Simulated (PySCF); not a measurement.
Order these species by their calculated properties.

Species are written as SMILES; each is one conformer at its optimised geometry, gas phase, non-relativistic unless stated; the electronic structure was computed with PySCF and density fitting.

The conformers computed, where there is a choice (atom-mapped SMILES and torsion angles):
- `[CH3:1]/[CH:2]=[CH:3]\[CH:4]=[CH:5]/[C:6]#[C:7][CH:8]1[CH2:9][CH2:10]1`: C2–C3–C4–C5 180°
- `[CH3:1][C:2](=[O:3])[N:4]([CH3:5])[CH2:6][CH:7]([SiH3:8])[SiH3:9]`: C1–C2–N4–C5 3°, C2–N4–C6–C7 -68°, N4–C6–C7–Si8 -49°
- `[CH2:1]=[C:2]([CH3:3])[Si@H:4]([Cl:5])[C:6]1=[C:7]([Cl:8])[CH2:9][CH2:10]1`: C1–C2–Si4–Cl5 -125°, C2–Si4–C6–C7 -24°
- `[CH2:1]=[CH:2][C@:3]1([C:4]#[C:5][CH2:6][CH3:7])[CH:8]=[CH:9][CH2:10]1`: C1–C2–C3–C4 131°
- `[CH3:1][CH2:2][P:3]([CH2:4][SiH3:5])[CH2:6][C:7]([F:8])([F:9])[F:10]`: C1–C2–P3–C4 83°, C2–P3–C4–Si5 178°, C2–P3–C6–C7 91°, P3–C6–C7–F8 56°
- `[CH3:1][NH:2][Si@@H:3]([NH2:4])[S:5][CH:6]([CH3:7])[CH3:8]`: C1–N2–Si3–N4 67°, N2–Si3–S5–C6 -68°, Si3–S5–C6–C7 56°, H–N4–Si3–N2 175°, H–N4–Si3–N2 -50°
- `[CH2:1]=[C:2]([O:3][CH2:4][F:5])[C:6]([F:7])([F:8])[F:9]`: C1–C2–O3–C4 -1°, C2–O3–C4–F5 180°, C1–C2–C6–F7 -3°

The conformers of `N[Si@@H](CCC1CC1)O[SiH3]` and `CN(C)[Si@@]1(C)CC[SiH2]O1` aren't listed.

Question: Rank by HOMO–LUMO gap, highest first (PBE0/pcSseg-1 at GFN2-xTB geometries).
A. `CN(C)[Si@@]1(C)CC[SiH2]O1`
B. `CC(=O)N(C)CC([SiH3])[SiH3]`
C. `C=C[C@]1(C#CCC)C=CC1`
D. `C=C(C)[Si@H](Cl)C1=C(Cl)CC1`
E. `C/C=C\C=C/C#CC1CC1`
F. `N[Si@@H](CCC1CC1)O[SiH3]`

Answer: F (7.86 eV), B (7.50 eV), C (7.25 eV), A (6.79 eV), D (6.62 eV), E (4.77 eV).

Question: By how much do the two ends of that ranking differ?

Answer: By 3.09 eV, between `N[Si@@H](CCC1CC1)O[SiH3]` and `C/C=C\C=C/C#CC1CC1`.

Question: Rank by dipole moment, lowest first (PBE0/pcSseg-1 at GFN2-xTB geometries).
A. `CCP(C[SiH3])CC(F)(F)F`
B. `C(=C)([Si@@H](C1=C(Cl)CC1)Cl)C`
C. `CN[Si@@H](N)SC(C)C`
D. `C=C[C@]1(C#CCC)C=CC1`
E. `CC(=O)N(C)CC([SiH3])[SiH3]`
F. `C/C=C\C=C/C#CC1CC1`
G. `C=C(OCF)C(F)(F)F`

Answer: D (0.43 D), F (0.84 D), B (1.27 D), C (2.55 D), A (3.24 D), G (3.59 D), E (5.03 D).

Question: Give the two extremes of that set in atomic units.

Answer: `C=C[C@]1(C#CCC)C=CC1`: 0.17 au; `CC(=O)N(C)CC([SiH3])[SiH3]`: 1.98 au.

Question: Rank by HOMO energy, highest first (PBE0/pcSseg-1 at GFN2-xTB geometries).
A. `C=C(OCF)C(F)(F)F`
B. `C=C(C)[Si@H](Cl)C1=C(Cl)CC1`
C. `C/C=C\C=C/C#CC1CC1`
D. `C=C[C@]1(C#CCC)C=CC1`
E. `CN(C)[Si@@]1(C)CC[SiH2]O1`
F. `CC(=O)N(C)CC([SiH3])[SiH3]`
G. `CN[Si@@H](N)SC(C)C`

Answer: C (-5.90 eV), E (-6.15 eV), G (-6.59 eV), D (-6.99 eV), F (-7.20 eV), B (-7.32 eV), A (-7.95 eV).

Question: By how much do the two ends of that ranking differ?

Answer: By 2.05 eV, between `C/C=C\C=C/C#CC1CC1` and `C=C(OCF)C(F)(F)F`.

Question: Rank by smallest rotational constant, highest first (GFN2-xTB).
A. `C=C[C@]1(C#CCC)C=CC1`
B. `CN[Si@@H](N)SC(C)C`
C. `C=C(C)[Si@H](Cl)C1=C(Cl)CC1`
D. `CC(=O)N(C)CC([SiH3])[SiH3]`

Answer: B (0.868 GHz), D (0.740 GHz), A (0.625 GHz), C (0.459 GHz).
